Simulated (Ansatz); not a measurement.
These are frozen-core CCSD(T)/cc-pVDZ // B3LYP-D3(BJ)/def2-SVP in Ansatz (a first-principles code) values and carry that method's errors. The restricted HF reference is unstable towards unrestricted orbitals.

Ansatz 0.2 input:
```yaml
crystal:
  periodic: [false, false, false]
  atoms:
    - { symbol: B, position_ang: [-4.386099, 0.71218, 1.392355] }
    - { symbol: C, position_ang: [-2.941091, 0.49765, 0.962384] }
    - { symbol: C, position_ang: [-2.479739, -0.274534, -0.092094] }
    - { symbol: C, position_ang: [-1.063359, -0.276459, -0.243932] }
    - { symbol: C, position_ang: [-0.254671, -0.942371, -1.196776] }
    - { symbol: C, position_ang: [1.116818, -0.799585, -1.156875] }
    - { symbol: C, position_ang: [1.753614, 0.009639, -0.171169] }
    - { symbol: C, position_ang: [3.212353, 0.175565, -0.113569] }
    - { symbol: C, position_ang: [4.124229, -0.361915, -0.937742] }
    - { symbol: C, position_ang: [0.966291, 0.671404, 0.776452] }
    - { symbol: C, position_ang: [-0.427318, 0.532184, 0.742568] }
    - { symbol: S, position_ang: [-1.591456, 1.258558, 1.811583] }
    - { symbol: H, position_ang: [-5.263381, 0.164473, 0.770359] }
    - { symbol: H, position_ang: [-4.661625, 1.413335, 2.333933] }
    - { symbol: H, position_ang: [-3.158962, -0.828599, -0.742719] }
    - { symbol: H, position_ang: [-0.724129, -1.567492, -1.960024] }
    - { symbol: H, position_ang: [1.72808, -1.31877, -1.896256] }
    - { symbol: H, position_ang: [3.566736, 0.815492, 0.702282] }
    - { symbol: H, position_ang: [5.1895, -0.166, -0.79659] }
    - { symbol: H, position_ang: [3.852944, -1.008975, -1.775803] }
    - { symbol: H, position_ang: [1.441265, 1.294217, 1.537748] }
basis:
  gaussian: { orbitals: cc-pVDZ }
correlation:
  method: ccsd_t
```

Output:

```
Functional definition: HF
2033 factors; integrals over basis functions are off by at most 1.1e-3 eV
mean field evaluation 1: about -21930.1799 eV, gradient 3.9e1 eV
mean field evaluation 2: about -21930.7277 eV, gradient 3.9e1 eV
mean field evaluation 4: about -21936.1246 eV, gradient 6.7e0 eV
mean field evaluation 8: about -21936.2818 eV, gradient 4.5e-1 eV
mean field evaluation 16: about -21930.1781 eV, gradient 3.9e1 eV
mean field -21936.28439426 eV, -806.1435825415 hartree, gradient 2.3e-6 eV, S^2 0.000000; 0 other end points of the search recorded, 0 dependent functions left out; unrestricted orbitals would lower it
16 core orbitals not correlated
reference -21936.28439426 eV, -806.1435825415 hartree; 29, 29 occupied and 172, 172 virtual orbitals, 2033 factors
second order -41.26643696 eV of doubles, -0.00000000 eV of singles
cycle   1  -41.52162427 eV  change   -2.6e-1 eV  update   1.8e-1
cycle   2  -42.80312798 eV  change    -1.3e0 eV  update   5.7e-2
cycle   3  -43.11413606 eV  change   -3.1e-1 eV  update   2.8e-2
cycle   4  -43.11923553 eV  change   -5.1e-3 eV  update   8.9e-3
cycle   5  -43.11881568 eV  change    4.2e-4 eV  update   5.5e-3
cycle   6  -43.12116444 eV  change   -2.3e-3 eV  update   2.2e-3
cycle   7  -43.12017429 eV  change    9.9e-4 eV  update   1.2e-3
cycle   8  -43.11984688 eV  change    3.3e-4 eV  update   6.3e-4
cycle   9  -43.11996392 eV  change   -1.2e-4 eV  update   2.5e-4
cycle  10  -43.12003358 eV  change   -7.0e-5 eV  update   1.0e-4
cycle  11  -43.11988002 eV  change    1.5e-4 eV  update   4.2e-5
cycle  12  -43.11992078 eV  change   -4.1e-5 eV  update   2.0e-5
perturbative correction -2.03632534 eV, -0.0748335760 hartree
Total energy: -21981.44064038 eV, -807.8030439785 hartree
```

Cost: very roughly 17 core-minutes.
